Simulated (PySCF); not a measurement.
Radial density of Cl³⁺ (chlorine, charge +3)

UHF, [Ne] 3s2 3p2, high-spin 3P determinant. Computed with PySCF 2.14 in x2c-TZVPPall (5s5p3d1f, 42 functions), with the spin-free X2C one-electron Hamiltonian (Gaussian nucleus).

```json
{"r (bohr)": "0.00155", "4πr²ρ (e/bohr)": "0.1100", "4πr²(ρα − ρβ)": "0.0000"}
{"r (bohr)": "0.00261", "4πr²ρ (e/bohr)": "0.2942", "4πr²(ρα − ρβ)": "0.0000"}
{"r (bohr)": "0.00439", "4πr²ρ (e/bohr)": "0.7518", "4πr²(ρα − ρβ)": "0.0001"}
{"r (bohr)": "0.00739", "4πr²ρ (e/bohr)": "1.865", "4πr²(ρα − ρβ)": "0.0002"}
{"r (bohr)": "0.0124", "4πr²ρ (e/bohr)": "4.334", "4πr²(ρα − ρβ)": "0.0006"}
{"r (bohr)": "0.0209", "4πr²ρ (e/bohr)": "9.025", "4πr²(ρα − ρβ)": "0.0017"}
{"r (bohr)": "0.0352", "4πr²ρ (e/bohr)": "15.53", "4πr²(ρα − ρβ)": "0.0068"}
{"r (bohr)": "0.0592", "4πr²ρ (e/bohr)": "19.66", "4πr²(ρα − ρβ)": "0.0294"}
{"r (bohr)": "0.0995", "4πr²ρ (e/bohr)": "16.30", "4πr²(ρα − ρβ)": "0.1151"}
{"r (bohr)": "0.167", "4πr²ρ (e/bohr)": "13.35", "4πr²(ρα − ρβ)": "0.3039"}
{"r (bohr)": "0.282", "4πr²ρ (e/bohr)": "18.97", "4πr²(ρα − ρβ)": "0.3614"}
{"r (bohr)": "0.474", "4πr²ρ (e/bohr)": "13.55", "4πr²(ρα − ρβ)": "0.0085"}
{"r (bohr)": "0.797", "4πr²ρ (e/bohr)": "3.654", "4πr²(ρα − ρβ)": "0.5553"}
{"r (bohr)": "1.34", "4πr²ρ (e/bohr)": "3.327", "4πr²(ρα − ρβ)": "1.5650"}
{"r (bohr)": "2.25", "4πr²ρ (e/bohr)": "0.8477", "4πr²(ρα − ρβ)": "0.4980"}
{"r (bohr)": "3.79", "4πr²ρ (e/bohr)": "0.01534", "4πr²(ρα − ρβ)": "0.0091"}
{"r (bohr)": "6.38", "4πr²ρ (e/bohr)": "2.360e-05", "4πr²(ρα − ρβ)": "0.0000"}
```

Densities and radii are taken from the X2C orbitals without a picture-change correction, which distorts them close to the nucleus.
